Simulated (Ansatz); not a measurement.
As3⁺. Charge 1, multiplicity 3. Geometry r2SCAN-D4/def2-TZVP.

Cartesian coordinates in Å:
```
As -0.132 0.167 1.189
As 0.483 1.233 -0.733
As -0.351 -1.399 -0.456
```

The 6-31G sets use Cartesian d functions. B3LYP takes the VWN-RPA correlation. At HF/6-31G, ωB97X-V/def2-TZVP the charge 1 triplet is spin-contaminated (final ⟨S²⟩ up to 2.58, 2.00 for a pure state). At PBE0-D4/def2-TZVP a singlet of charge 1 lies 1.56 eV below the triplet, each at its own geometry. The structure comes from a short search, and lower isomers may exist.

Task: Estimate the α-spin orbital energies around the gap (eV) in Ansatz with HF/6-31G, PBE-D4/def2-TZVP, BLYP-D4/def2-TZVP, B3LYP-D4/def2-TZVP, ωB97X-V/def2-TZVP.

Result: 
```json
{"orbital": "HOMO−5", "HF/6-31G": "-23.46", "PBE-D4/def2-TZVP": "-18.46", "BLYP-D4/def2-TZVP": "-18.31", "B3LYP-D4/def2-TZVP": "-19.70", "ωB97X-V/def2-TZVP": "-22.59"}
{"orbital": "HOMO−4", "HF/6-31G": "-17.54", "PBE-D4/def2-TZVP": "-13.59", "BLYP-D4/def2-TZVP": "-13.34", "B3LYP-D4/def2-TZVP": "-14.33", "ωB97X-V/def2-TZVP": "-16.67"}
{"orbital": "HOMO−3", "HF/6-31G": "-16.78", "PBE-D4/def2-TZVP": "-13.15", "BLYP-D4/def2-TZVP": "-12.87", "B3LYP-D4/def2-TZVP": "-13.94", "ωB97X-V/def2-TZVP": "-16.56"}
{"orbital": "HOMO−2", "HF/6-31G": "-16.53", "PBE-D4/def2-TZVP": "-13.09", "BLYP-D4/def2-TZVP": "-12.85", "B3LYP-D4/def2-TZVP": "-13.87", "ωB97X-V/def2-TZVP": "-16.22"}
{"orbital": "HOMO−1", "HF/6-31G": "-15.48", "PBE-D4/def2-TZVP": "-12.23", "BLYP-D4/def2-TZVP": "-11.96", "B3LYP-D4/def2-TZVP": "-12.93", "ωB97X-V/def2-TZVP": "-15.17"}
{"orbital": "HOMO", "HF/6-31G": "-15.28", "PBE-D4/def2-TZVP": "-10.74", "BLYP-D4/def2-TZVP": "-10.48", "B3LYP-D4/def2-TZVP": "-11.49", "ωB97X-V/def2-TZVP": "-13.89"}
{"orbital": "LUMO", "HF/6-31G": "-6.30", "PBE-D4/def2-TZVP": "-9.42", "BLYP-D4/def2-TZVP": "-9.26", "B3LYP-D4/def2-TZVP": "-8.85", "ωB97X-V/def2-TZVP": "-6.63"}
{"orbital": "LUMO+1", "HF/6-31G": "-5.08", "PBE-D4/def2-TZVP": "-9.00", "BLYP-D4/def2-TZVP": "-8.80", "B3LYP-D4/def2-TZVP": "-8.45", "ωB97X-V/def2-TZVP": "-6.36"}
{"orbital": "LUMO+2", "HF/6-31G": "-2.71", "PBE-D4/def2-TZVP": "-6.61", "BLYP-D4/def2-TZVP": "-6.47", "B3LYP-D4/def2-TZVP": "-5.97", "ωB97X-V/def2-TZVP": "-3.69"}
{"orbital": "LUMO+3", "HF/6-31G": "-2.39", "PBE-D4/def2-TZVP": "-6.05", "BLYP-D4/def2-TZVP": "-5.92", "B3LYP-D4/def2-TZVP": "-5.40", "ωB97X-V/def2-TZVP": "-3.09"}
{"orbital": "LUMO+4", "HF/6-31G": "2.25", "PBE-D4/def2-TZVP": "-2.35", "BLYP-D4/def2-TZVP": "-2.08", "B3LYP-D4/def2-TZVP": "-1.59", "ωB97X-V/def2-TZVP": "0.67"}
{"orbital": "LUMO+5", "HF/6-31G": "4.28", "PBE-D4/def2-TZVP": "-2.23", "BLYP-D4/def2-TZVP": "-2.01", "B3LYP-D4/def2-TZVP": "-1.52", "ωB97X-V/def2-TZVP": "0.78"}
{"orbital": "β HOMO", "HF/6-31G": "-15.79", "PBE-D4/def2-TZVP": "-12.66", "BLYP-D4/def2-TZVP": "-12.46", "B3LYP-D4/def2-TZVP": "-13.33", "ωB97X-V/def2-TZVP": "-15.65"}
{"orbital": "β LUMO", "HF/6-31G": "-7.19", "PBE-D4/def2-TZVP": "-11.28", "BLYP-D4/def2-TZVP": "-11.18", "B3LYP-D4/def2-TZVP": "-10.71", "ωB97X-V/def2-TZVP": "-8.53"}
```
